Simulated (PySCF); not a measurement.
H$_{3}$Sn (SMILES [SnH3]), doublet, at a GFN2-xTB geometry (such geometries of metal compounds can be far from the true shape) (the spin is typed, not shown lowest) (all electrons, no relativity), with bond 3-1 at 2.0 times its length; PBE0/STO-3G in PySCF.

Here is a job for PySCF.
```python
from pyscf import gto, scf, dft

mol = gto.Mole()
mol.atom = '''
    Sn    0.040844    0.008981   -0.018409
    H     0.030666   -0.568821    1.680739
    H    -2.288977    2.734429    0.149248
    H    -0.948813   -1.251933   -0.825709
'''
mol.basis = 'sto-3g'
mol.charge = 0
mol.spin = 1
mol.verbose = 4
mol.build()

mf = dft.UKS(mol)
mf.xc = 'pbe0'
mf.diis = False
mf.damp = 0.3
mf.diis_start_cycle = 200
mf.max_cycle = 150
mf.kernel()
```

Problem. Write the output that PySCF gives for this input, abridged.

Solution. 
```
PySCF version 2.14.0

[INPUT] verbose = 4
[INPUT] num. atoms = 4
[INPUT] num. electrons = 53
[INPUT] charge = 0
[INPUT] spin (= nelec alpha-beta = 2S) = 1
[INPUT] symmetry False subgroup None
[INPUT] Mole.unit = angstrom
[INPUT] Symbol           X                Y                Z      unit          X                Y                Z       unit  Magmom
[...]
nuclear repulsion = 37.2920489726574
number of shells = 14
number of NR pGTOs = 90
number of NR cGTOs = 30
basis = sto-3g
ecp = {}

******** <class 'pyscf.dft.uks.UKS'> ********
method = UKS
initial guess = minao
damping factor = 0.3
level_shift factor = 0
DIIS disabled
SCF conv_tol = 1e-09
SCF conv_tol_grad = None
SCF max_cycles = 150
direct_scf = True
direct_scf_tol = 1e-13
number electrons alpha = 27  beta = 26
XC library pyscf.dft.libxc version 7.1.2
    S. Lehtola, C. Steigemann, M. J. T. Oliveira, and M. A. L. Marques,  SoftwareX 7, 1–5 (2018)
XC functionals = pbe0
    C. Adamo and V. Barone,  J. Chem. Phys. 110, 6158 (1999)
    M. Ernzerhof and G. E. Scuseria,  J. Chem. Phys. 110, 5029 (1999)
radial grids:
    Treutler-Ahlrichs [JCP 102, 346 (1995); DOI:10.1063/1.469408] (M4) radial grids

becke partition: Becke, JCP 88, 2547 (1988); DOI:10.1063/1.454033
pruning grids: <function nwchem_prune>
grids dens level: 3
symmetrized grids: False
atomic radii adjust function: <function treutler_atomic_radii_adjust>
small_rho_cutoff = 0
Set gradient conv threshold to 3.16228e-05
tot grids = 51384
init E= -5949.91543462186

cycle= 1 E= -5966.11655817738  delta_E= -16.2  |g|= 0.271  |ddm|= 1.75
cycle= 2 E= -5966.249372769  delta_E= -0.133  |g|= 0.159  |ddm|= 2.29
cycle= 3 E= -5966.13346753729  delta_E= 0.116  |g|= 0.149  |ddm|= 2.27
cycle= 4 E= -5966.24328527228  delta_E= -0.11  |g|= 0.162  |ddm|= 2.27
cycle= 5 E= -5966.12632571542  delta_E= 0.117  |g|= 0.146  |ddm|= 2.27
cycle= 6 E= -5966.23822005548  delta_E= -0.112  |g|= 0.165  |ddm|= 2.27
cycle= 7 E= -5966.12382249484  delta_E= 0.114  |g|= 0.146  |ddm|= 2.27
cycle= 8 E= -5966.2365129926  delta_E= -0.113  |g|= 0.166  |ddm|= 2.27
cycle= 9 E= -5966.12305400302  delta_E= 0.113  |g|= 0.146  |ddm|= 2.27
cycle= 10 E= -5966.23597336264  delta_E= -0.113  |g|= 0.166  |ddm|= 2.28
cycle= 11 E= -5966.1228215377  delta_E= 0.113  |g|= 0.146  |ddm|= 2.28
cycle= 12 E= -5966.23580472451  delta_E= -0.113  |g|= 0.166  |ddm|= 2.28
cycle= 13 E= -5966.12275118157  delta_E= 0.113  |g|= 0.146  |ddm|= 2.28
cycle= 14 E= -5966.23575214355  delta_E= -0.113  |g|= 0.166  |ddm|= 2.28
cycle= 15 E= -5966.12272985731  delta_E= 0.113  |g|= 0.146  |ddm|= 2.28
cycle= 16 E= -5966.23573574179  delta_E= -0.113  |g|= 0.166  |ddm|= 2.28
cycle= 17 E= -5966.12272339439  delta_E= 0.113  |g|= 0.146  |ddm|= 2.28
cycle= 18 E= -5966.23573061672  delta_E= -0.113  |g|= 0.166  |ddm|= 2.28
cycle= 19 E= -5966.12272143927  delta_E= 0.113  |g|= 0.146  |ddm|= 2.28
cycle= 20 E= -5966.23572901096  delta_E= -0.113  |g|= 0.166  |ddm|= 2.28
cycle= 21 E= -5966.12272085012  delta_E= 0.113  |g|= 0.146  |ddm|= 2.28
cycle= 22 E= -5966.23572850598  delta_E= -0.113  |g|= 0.166  |ddm|= 2.28
cycle= 23 E= -5966.12272067368  delta_E= 0.113  |g|= 0.146  |ddm|= 2.28
cycle= 24 E= -5966.2357283464  delta_E= -0.113  |g|= 0.166  |ddm|= 2.28
cycle= 25 E= -5966.12272062132  delta_E= 0.113  |g|= 0.146  |ddm|= 2.28
cycle= 26 E= -5966.23572829566  delta_E= -0.113  |g|= 0.166  |ddm|= 2.28
cycle= 27 E= -5966.122720606  delta_E= 0.113  |g|= 0.146  |ddm|= 2.28
cycle= 28 E= -5966.23572827941  delta_E= -0.113  |g|= 0.166  |ddm|= 2.28
cycle= 29 E= -5966.1227206016  delta_E= 0.113  |g|= 0.146  |ddm|= 2.28
cycle= 30 E= -5966.23572827414  delta_E= -0.113  |g|= 0.166  |ddm|= 2.28
cycle= 31 E= -5966.12272060037  delta_E= 0.113  |g|= 0.146  |ddm|= 2.28
cycle= 32 E= -5966.23572827243  delta_E= -0.113  |g|= 0.166  |ddm|= 2.28
cycle= 33 E= -5966.12272060005  delta_E= 0.113  |g|= 0.146  |ddm|= 2.28
cycle= 34 E= -5966.23572827185  delta_E= -0.113  |g|= 0.166  |ddm|= 2.28
cycle= 35 E= -5966.12272059997  delta_E= 0.113  |g|= 0.146  |ddm|= 2.28
cycle= 36 E= -5966.23572827167  delta_E= -0.113  |g|= 0.166  |ddm|= 2.28
cycle= 37 E= -5966.12272059995  delta_E= 0.113  |g|= 0.146  |ddm|= 2.28
cycle= 38 E= -5966.2357282716  delta_E= -0.113  |g|= 0.166  |ddm|= 2.28
cycle= 39 E= -5966.12272059996  delta_E= 0.113  |g|= 0.146  |ddm|= 2.28
cycle= 40 E= -5966.23572827157  delta_E= -0.113  |g|= 0.166  |ddm|= 2.28
cycle= 41 E= -5966.12272059995  delta_E= 0.113  |g|= 0.146  |ddm|= 2.28
cycle= 42 E= -5966.23572827157  delta_E= -0.113  |g|= 0.166  |ddm|= 2.28
cycle= 43 E= -5966.12272059996  delta_E= 0.113  |g|= 0.146  |ddm|= 2.28
cycle= 44 E= -5966.23572827157  delta_E= -0.113  |g|= 0.166  |ddm|= 2.28
cycle= 45 E= -5966.12272059996  delta_E= 0.113  |g|= 0.146  |ddm|= 2.28
cycle= 46 E= -5966.23572827156  delta_E= -0.113  |g|= 0.166  |ddm|= 2.28
cycle= 47 E= -5966.12272059996  delta_E= 0.113  |g|= 0.146  |ddm|= 2.28
cycle= 48 E= -5966.23572827156  delta_E= -0.113  |g|= 0.166  |ddm|= 2.28
cycle= 49 E= -5966.12272059996  delta_E= 0.113  |g|= 0.146  |ddm|= 2.28
cycle= 50 E= -5966.23572827157  delta_E= -0.113  |g|= 0.166  |ddm|= 2.28
cycle= 51 E= -5966.12272059996  delta_E= 0.113  |g|= 0.146  |ddm|= 2.28
cycle= 52 E= -5966.23572827157  delta_E= -0.113  |g|= 0.166  |ddm|= 2.28
cycle= 53 E= -5966.12272059996  delta_E= 0.113  |g|= 0.146  |ddm|= 2.28
cycle= 54 E= -5966.23572827156  delta_E= -0.113  |g|= 0.166  |ddm|= 2.28
cycle= 55 E= -5966.12272059996  delta_E= 0.113  |g|= 0.146  |ddm|= 2.28
cycle= 56 E= -5966.23572827156  delta_E= -0.113  |g|= 0.166  |ddm|= 2.28
cycle= 57 E= -5966.12272059996  delta_E= 0.113  |g|= 0.146  |ddm|= 2.28
cycle= 58 E= -5966.23572827156  delta_E= -0.113  |g|= 0.166  |ddm|= 2.28
cycle= 59 E= -5966.12272059996  delta_E= 0.113  |g|= 0.146  |ddm|= 2.28
cycle= 60 E= -5966.23572827156  delta_E= -0.113  |g|= 0.166  |ddm|= 2.28
cycle= 61 E= -5966.12272059996  delta_E= 0.113  |g|= 0.146  |ddm|= 2.28
cycle= 62 E= -5966.23572827156  delta_E= -0.113  |g|= 0.166  |ddm|= 2.28
[...]
cycle= 71 E= -5966.12272059996  delta_E= 0.113  |g|= 0.146  |ddm|= 2.28
cycle= 72 E= -5966.23572827156  delta_E= -0.113  |g|= 0.166  |ddm|= 2.28
cycle= 73 E= -5966.12272059996  delta_E= 0.113  |g|= 0.146  |ddm|= 2.28
cycle= 74 E= -5966.23572827156  delta_E= -0.113  |g|= 0.166  |ddm|= 2.28
cycle= 75 E= -5966.12272059996  delta_E= 0.113  |g|= 0.146  |ddm|= 2.28
cycle= 76 E= -5966.23572827156  delta_E= -0.113  |g|= 0.166  |ddm|= 2.28
cycle= 77 E= -5966.12272059996  delta_E= 0.113  |g|= 0.146  |ddm|= 2.28
cycle= 78 E= -5966.23572827156  delta_E= -0.113  |g|= 0.166  |ddm|= 2.28
cycle= 79 E= -5966.12272059996  delta_E= 0.113  |g|= 0.146  |ddm|= 2.28
cycle= 80 E= -5966.23572827156  delta_E= -0.113  |g|= 0.166  |ddm|= 2.28
cycle= 81 E= -5966.12272059996  delta_E= 0.113  |g|= 0.146  |ddm|= 2.28
cycle= 82 E= -5966.23572827156  delta_E= -0.113  |g|= 0.166  |ddm|= 2.28
cycle= 83 E= -5966.12272059995  delta_E= 0.113  |g|= 0.146  |ddm|= 2.28
cycle= 84 E= -5966.23572827156  delta_E= -0.113  |g|= 0.166  |ddm|= 2.28
cycle= 85 E= -5966.12272059996  delta_E= 0.113  |g|= 0.146  |ddm|= 2.28
cycle= 86 E= -5966.23572827156  delta_E= -0.113  |g|= 0.166  |ddm|= 2.28
cycle= 87 E= -5966.12272059996  delta_E= 0.113  |g|= 0.146  |ddm|= 2.28
cycle= 88 E= -5966.23572827156  delta_E= -0.113  |g|= 0.166  |ddm|= 2.28
cycle= 89 E= -5966.12272059996  delta_E= 0.113  |g|= 0.146  |ddm|= 2.28
cycle= 90 E= -5966.23572827156  delta_E= -0.113  |g|= 0.166  |ddm|= 2.28
cycle= 91 E= -5966.12272059996  delta_E= 0.113  |g|= 0.146  |ddm|= 2.28
cycle= 92 E= -5966.23572827156  delta_E= -0.113  |g|= 0.166  |ddm|= 2.28
cycle= 93 E= -5966.12272059995  delta_E= 0.113  |g|= 0.146  |ddm|= 2.28
cycle= 94 E= -5966.23572827156  delta_E= -0.113  |g|= 0.166  |ddm|= 2.28
cycle= 95 E= -5966.12272059996  delta_E= 0.113  |g|= 0.146  |ddm|= 2.28
cycle= 96 E= -5966.23572827156  delta_E= -0.113  |g|= 0.166  |ddm|= 2.28
cycle= 97 E= -5966.12272059996  delta_E= 0.113  |g|= 0.146  |ddm|= 2.28
cycle= 98 E= -5966.23572827156  delta_E= -0.113  |g|= 0.166  |ddm|= 2.28
cycle= 99 E= -5966.12272059996  delta_E= 0.113  |g|= 0.146  |ddm|= 2.28
cycle= 100 E= -5966.23572827156  delta_E= -0.113  |g|= 0.166  |ddm|= 2.28
cycle= 101 E= -5966.12272059995  delta_E= 0.113  |g|= 0.146  |ddm|= 2.28
cycle= 102 E= -5966.23572827156  delta_E= -0.113  |g|= 0.166  |ddm|= 2.28
cycle= 103 E= -5966.12272059995  delta_E= 0.113  |g|= 0.146  |ddm|= 2.28
cycle= 104 E= -5966.23572827156  delta_E= -0.113  |g|= 0.166  |ddm|= 2.28
cycle= 105 E= -5966.12272059996  delta_E= 0.113  |g|= 0.146  |ddm|= 2.28
cycle= 106 E= -5966.23572827156  delta_E= -0.113  |g|= 0.166  |ddm|= 2.28
cycle= 107 E= -5966.12272059995  delta_E= 0.113  |g|= 0.146  |ddm|= 2.28
cycle= 108 E= -5966.23572827156  delta_E= -0.113  |g|= 0.166  |ddm|= 2.28
cycle= 109 E= -5966.12272059995  delta_E= 0.113  |g|= 0.146  |ddm|= 2.28
cycle= 110 E= -5966.23572827156  delta_E= -0.113  |g|= 0.166  |ddm|= 2.28
cycle= 111 E= -5966.12272059996  delta_E= 0.113  |g|= 0.146  |ddm|= 2.28
cycle= 112 E= -5966.23572827156  delta_E= -0.113  |g|= 0.166  |ddm|= 2.28
cycle= 113 E= -5966.12272059995  delta_E= 0.113  |g|= 0.146  |ddm|= 2.28
cycle= 114 E= -5966.23572827156  delta_E= -0.113  |g|= 0.166  |ddm|= 2.28
cycle= 115 E= -5966.12272059996  delta_E= 0.113  |g|= 0.146  |ddm|= 2.28
cycle= 116 E= -5966.23572827156  delta_E= -0.113  |g|= 0.166  |ddm|= 2.28
cycle= 117 E= -5966.12272059996  delta_E= 0.113  |g|= 0.146  |ddm|= 2.28
cycle= 118 E= -5966.23572827156  delta_E= -0.113  |g|= 0.166  |ddm|= 2.28
cycle= 119 E= -5966.12272059995  delta_E= 0.113  |g|= 0.146  |ddm|= 2.28
cycle= 120 E= -5966.23572827156  delta_E= -0.113  |g|= 0.166  |ddm|= 2.28
cycle= 121 E= -5966.12272059995  delta_E= 0.113  |g|= 0.146  |ddm|= 2.28
cycle= 122 E= -5966.23572827156  delta_E= -0.113  |g|= 0.166  |ddm|= 2.28
cycle= 123 E= -5966.12272059996  delta_E= 0.113  |g|= 0.146  |ddm|= 2.28
cycle= 124 E= -5966.23572827156  delta_E= -0.113  |g|= 0.166  |ddm|= 2.28
cycle= 125 E= -5966.12272059996  delta_E= 0.113  |g|= 0.146  |ddm|= 2.28
cycle= 126 E= -5966.23572827156  delta_E= -0.113  |g|= 0.166  |ddm|= 2.28
cycle= 127 E= -5966.12272059996  delta_E= 0.113  |g|= 0.146  |ddm|= 2.28
cycle= 128 E= -5966.23572827156  delta_E= -0.113  |g|= 0.166  |ddm|= 2.28
cycle= 129 E= -5966.12272059996  delta_E= 0.113  |g|= 0.146  |ddm|= 2.28
cycle= 130 E= -5966.23572827157  delta_E= -0.113  |g|= 0.166  |ddm|= 2.28
cycle= 131 E= -5966.12272059995  delta_E= 0.113  |g|= 0.146  |ddm|= 2.28
cycle= 132 E= -5966.23572827156  delta_E= -0.113  |g|= 0.166  |ddm|= 2.28
cycle= 133 E= -5966.12272059996  delta_E= 0.113  |g|= 0.146  |ddm|= 2.28
cycle= 134 E= -5966.23572827156  delta_E= -0.113  |g|= 0.166  |ddm|= 2.28
cycle= 135 E= -5966.12272059995  delta_E= 0.113  |g|= 0.146  |ddm|= 2.28
cycle= 136 E= -5966.23572827156  delta_E= -0.113  |g|= 0.166  |ddm|= 2.28
cycle= 137 E= -5966.12272059996  delta_E= 0.113  |g|= 0.146  |ddm|= 2.28
cycle= 138 E= -5966.23572827156  delta_E= -0.113  |g|= 0.166  |ddm|= 2.28
cycle= 139 E= -5966.12272059996  delta_E= 0.113  |g|= 0.146  |ddm|= 2.28
cycle= 140 E= -5966.23572827156  delta_E= -0.113  |g|= 0.166  |ddm|= 2.28
cycle= 141 E= -5966.12272059995  delta_E= 0.113  |g|= 0.146  |ddm|= 2.28
cycle= 142 E= -5966.23572827156  delta_E= -0.113  |g|= 0.166  |ddm|= 2.28
cycle= 143 E= -5966.12272059996  delta_E= 0.113  |g|= 0.146  |ddm|= 2.28
cycle= 144 E= -5966.23572827156  delta_E= -0.113  |g|= 0.166  |ddm|= 2.28
cycle= 145 E= -5966.12272059996  delta_E= 0.113  |g|= 0.146  |ddm|= 2.28
cycle= 146 E= -5966.23572827156  delta_E= -0.113  |g|= 0.166  |ddm|= 2.28
cycle= 147 E= -5966.12272059996  delta_E= 0.113  |g|= 0.146  |ddm|= 2.28
cycle= 148 E= -5966.23572827156  delta_E= -0.113  |g|= 0.166  |ddm|= 2.28
cycle= 149 E= -5966.12272059996  delta_E= 0.113  |g|= 0.146  |ddm|= 2.28
cycle= 150 E= -5966.23572827156  delta_E= -0.113  |g|= 0.166  |ddm|= 2.28
SCF not converged.
SCF energy = -5966.23572827156 after 150 cycles  <S^2> = 0.75160142  2S+1 = 2.0016008
```

The run did not converge; its last values are not results.
